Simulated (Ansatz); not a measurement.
Total energies of Zn4H14Se4 from Ansatz at PBE0-D4/def2-TZVP, gas phase (1 Eh = 27.2114 eV = 2625.5 kJ/mol). The reference geometry is relaxed at r2SCAN-D4/def2-SVP.

Cartesian coordinates in Å:
```
Zn -0.543 -1.055 2.777
Se -1.061 -2.167 -0.355
Zn -2.830 1.018 -0.381
Se -0.975 1.137 1.440
Se 0.044 1.124 -2.177
Zn 1.016 -1.164 -1.503
Zn 1.091 2.654 0.978
Se 2.328 -0.452 0.597
H -1.339 -1.045 4.107
H 0.456 -1.831 1.812
H -1.662 -2.640 -1.625
H -0.408 -3.480 -0.135
H -2.219 -0.046 -1.396
H -4.003 1.966 -0.026
H -1.663 1.932 2.463
H -0.563 0.589 -3.420
H 1.265 1.537 -2.913
H 1.747 -2.011 -2.583
H 1.187 3.775 2.045
H 1.704 1.979 -0.325
H 2.917 -1.796 0.813
H 3.510 -0.024 -0.191
```

| state | geometry | energy (Eh) |
| --- | --- | --- |
| charge 0 singlet | reference | -16730.03747 |
| charge 1 doublet | reference | -16729.72192 |
| charge -1 doublet | reference | -16730.03884 |
| free Zn atom (singlet) | – | -1779.14424 |
| free Se atom (triplet) | – | -2401.20505 |
| free H atom (doublet) | – | -0.50104 |

Single mean-field runs in def2-TZVP are fitted with def2-universal-jkfit.

(1) Work out the vertical ionisation energy to the doublet.

(2) Work out the vertical electron affinity, to the doublet.

(3) Give the fundamental gap IE − EA, the Mulliken electronegativity (IE + EA)/2 and the hardness (IE − EA)/2.

(4) What is the binding energy per atom against free atoms?

(1) E(charge 1 doublet) − E(charge 0 singlet) = -16729.72192 − (-16730.03747) = 0.31555 Eh = 8.59 eV. For comparison, −ε of the highest occupied level is 7.13 eV at this level, 1.46 eV less.

(2) E(charge 0 singlet) − E(charge -1 doublet) = -16730.03747 − (-16730.03884) = 0.00137 Eh = 0.04 eV; so near zero that its sign isn't settled. The basis lacks diffuse functions, which makes affinities too small.

(3) From the values in Eh: IE − EA = 0.31555 − 0.00137 = 0.31418 Eh = 8.55 eV; (IE + EA)/2 = 4.31 eV; (IE − EA)/2 = 4.27 eV. The HOMO–LUMO gap of the same run is 6.03 eV, 2.52 eV smaller than the fundamental gap.

(4) Atoms: 4 × (-1779.14424) + 4 × (-2401.20505) + 14 × (-0.50104) = -16728.41172 Eh. Binding: -16728.41172 − (-16730.03747) = 1.62575 Eh = 44.24 eV, or 2.01 eV for each of 22 atoms (no zero-point energy, no counterpoise term).

At PBE0-D4/def2-TZVP the highest occupied level of the charge -1 doublet lies above zero (up to 1.12 eV). Energy differences put its binding near zero (0.04 eV; vertical, to the charge 0 singlet, at PBE0-D4/def2-TZVP), which leaves it undecided.
